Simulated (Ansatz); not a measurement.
`C=C[SiH2]O[SiH2]F`, relaxed with RKS PBE0-D4/def2-TZVP in Ansatz from a GFN2-xTB geometry. The force threshold is 0.005 eV/Å; the program also tests the step.

The species carries charge 0 and has multiplicity 1.

Start:

```xyz
13

C    -0.071   -1.580   -1.222
C     0.163   -0.395   -1.764
Si    0.320    1.219   -0.808
O    -0.044    0.989    0.762
Si   -0.347    0.294    2.174
F     0.812   -0.783    2.449
H    -0.191   -1.695   -0.156
H    -0.151   -2.486   -1.804
H     0.280   -0.335   -2.840
H     1.693    1.725   -0.825
H    -0.666    2.204   -1.259
H    -1.577   -0.473    2.100
H    -0.221    1.316    3.193
```

Problem. By how much does the energy fall, and how many steps does the optimiser take? (Best estimate.)

Solution. Computed: 2.91 kcal/mol, in 44 steps, 4 of them rejected.

Problem. Which bonds change most? (Best estimate.)

Solution. Ansatz gave: C2–Si3 from 1.882 to 1.851 Å; Si5–H12 from 1.451 to 1.480 Å; Si5–H13 from 1.449 to 1.477 Å; Si3–H11 from 1.464 to 1.489 Å.

Problem. Give the relaxed structure. (An estimate is asked.)

Solution. The calculation gave: 
```xyz
13

C     0.323   -1.622   -1.248
C     0.238   -0.405   -1.780
Si    0.176    1.155   -0.786
O     0.295    0.813    0.815
Si   -0.386    0.351    2.203
F    -0.448   -1.244    2.250
H     0.364   -1.779   -0.174
H     0.353   -2.517   -1.863
H     0.198   -0.318   -2.866
H     1.304    2.053   -1.140
H    -1.100    1.879   -1.038
H    -1.779    0.843    2.298
H     0.463    0.791    3.328
```
